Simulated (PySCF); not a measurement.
**Correlation energy of S⁴⁺ (sulfur, charge +4)**

[Ne] 3s2, closed-shell 1S. All numbers are calculated (PySCF 2.14, the spin-free X2C one-electron Hamiltonian (Gaussian nucleus), in an even-tempered Gaussian basis (20 s from 0.13 bohr⁻², ratio 2.5; 12 p from 0.17 bohr⁻², ratio 2.5; 5 d from 0.94 bohr⁻², ratio 2.7; 5 f from 1.4 bohr⁻², ratio 2.7)). Frozen: 1s2; 10 electrons correlated; the 23 highest virtual orbitals of each spin left out.

MP2 pair energies summed by pair of shells (mhartree):

```csv
pair,energy,share (%)
2p-2p,-203.08,57.5
2s-2p,-62.44,17.7
3s-3s,-39.15,11.1
2p-3s,-34.38,9.7
2s-2s,-10.05,2.8
2s-3s,-4.37,1.2
```

Total MP2 correlation energy: -353.46 mhartree.

Same-spin part -85.65 and opposite-spin part -267.81 mhartree; SCS-MP2 scales them by 1/3 and 6/5 to -349.93 mhartree.

MP2 falls well short for the outer s pair, which is nearly degenerate with np².
